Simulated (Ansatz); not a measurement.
CH₇BGeS (`BS[CH2][GeH3]`), relaxed with RKS PBE0-D4/def2-TZVP in Ansatz 0.2.0 from a PBE-D4/def2-SVP geometry. The force threshold is 0.005 eV/Å; the program also tests the step.

The species carries charge 0 and has multiplicity 1.

Start:

```xyz
11

B    -0.778    0.123    2.114
S    -1.199    0.987    0.632
C     0.295    0.902   -0.436
Ge    0.380   -0.798   -1.452
H    -1.659    0.069    2.945
H     0.324   -0.362    2.274
H     0.237    1.756   -1.139
H     1.203    1.024    0.186
H     0.486   -1.968   -0.442
H    -0.909   -0.948   -2.297
H     1.622   -0.785   -2.386
```

Q: How much energy does the relaxation release, and in how many steps? (Best estimate.)

A: Computed: 3.68 kJ/mol, in 8 steps, 2 of them rejected.

Q: Which bonds change most? (An estimate is asked.)

A: The calculation gave: S2–C3 from 1.838 to 1.810 Å; B1–H5 from 1.213 to 1.192 Å; B1–H6 from 1.214 to 1.194 Å; C3–H8 from 1.107 to 1.089 Å.

Q: Give the relaxed structure. (An estimate is asked.)

A: Computed: 
```xyz
11

B    -0.769    0.118    2.083
S    -1.182    0.989    0.622
C     0.290    0.902   -0.429
Ge    0.376   -0.789   -1.428
H    -1.627    0.055    2.908
H     0.312   -0.367    2.231
H     0.236    1.739   -1.126
H     1.182    1.025    0.185
H     0.478   -1.947   -0.425
H    -0.903   -0.939   -2.266
H     1.606   -0.785   -2.354
```
